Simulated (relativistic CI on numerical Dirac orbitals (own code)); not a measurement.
Computed by Dirac-Coulomb-Breit CI, KLI orbitals optimised for each configuration, QED by a radiative potential, unscaled Slater integrals (own radial code, finite nucleus).

CI space (outside the closed core [Ar] 3d10): 4s2.4p6.4d8, 4s2.4p5.4d9, 4s2.4p6.4d7.4f, 4s.4p6.4d9, 4s2.4p5.4d8.4f, 4s.4p6.4d8.4f, 4s2.4p6.4d7.5s, 4s2.4p6.4d7.5p, 4s2.4p6.4d6.4f.5s, 4s2.4p6.4d7.5d, 4s2.4p5.4d8.5s, 4s2.4p6.4d6.5s.5p, 4s2.4p6.4d7.5f, 4s2.4p6.4d7.6s, 4s2.4p6.4d7.6p, 4s.4p6.4d7.4f.5s, 4p6.4d9.4f, 4s2.4p5.4d8.5d, 4s.4p6.4d8.5s, 4s2.4p6.4d7.6f, 4s.4p6.4d8.5p, 4s2.4p6.4d7.7p, 4s.4p6.4d7.5s.5p, 4p6.4d10, 4p5.4d10.4f, 4s2.4p6.4d6.5s2, 4s2.4p6.4d5.4f.5s2, 4s2.4p5.4d6.4f.5s2, 4s.4p6.4d6.4f.5s2, 4p6.4d9.5s, 4p5.4d10.5s, 4p5.4d9.4f.5s. Double excitations out of closed p, d and f shells are left out; levels of such configurations are missing from the list, as are those of other unlisted configurations, and high levels can miss mixing partners. These lack a partner that the ground configuration has and come out too high: 4s2.4p5.4d8.5d.

At this charge energies of transitions that change n are usually good to better than 1 %, and those within a shell (Δn = 0) to a few per cent. Terms inside the open d or f shell come out 10 to 20 % too wide with unscaled integrals.

Outline of the computed level scheme of Tm XXVI. Lowest level of each configuration: 4s2.4p6.4d8 3F_4 at 0.000 eV; 4s2.4p5.4d9 1D°_2 at 155.195 eV; 4s2.4p6.4d7.4f 5G°_5 at 167.044 eV.

Some strong electric-dipole decays among the lowest 45 levels: 4s2.4p5.4d9 3P°_0 → 4s2.4p6.4d8 3P_1 (3.8e+10 s⁻¹); 4s2.4p5.4d9 3D°_3 → 4s2.4p6.4d8 3F_4 (3.7e+10 s⁻¹); 4s2.4p5.4d9 1D°_2 → 4s2.4p6.4d8 1D_2 (2.9e+10 s⁻¹); 4s2.4p5.4d9 3D°_1 → 4s2.4p6.4d8 3P_2 (2.4e+10 s⁻¹); 4s2.4p5.4d9 3P°_1 → 4s2.4p6.4d8 1D_2 (2.2e+10 s⁻¹); 4s2.4p5.4d9 3D°_2 → 4s2.4p6.4d8 3F_3 (2.2e+10 s⁻¹); 4s2.4p6.4d7.4f 5P°_3 → 4s2.4p6.4d8 3F_4 (1.7e+10 s⁻¹); 4s2.4p5.4d9 3P°_1 → 4s2.4p6.4d8 3P_0 (1.3e+10 s⁻¹).

LS names give the leading component of a level, which can be under half, so a name can repeat, a term be missing and a line seem to break the LS rules.
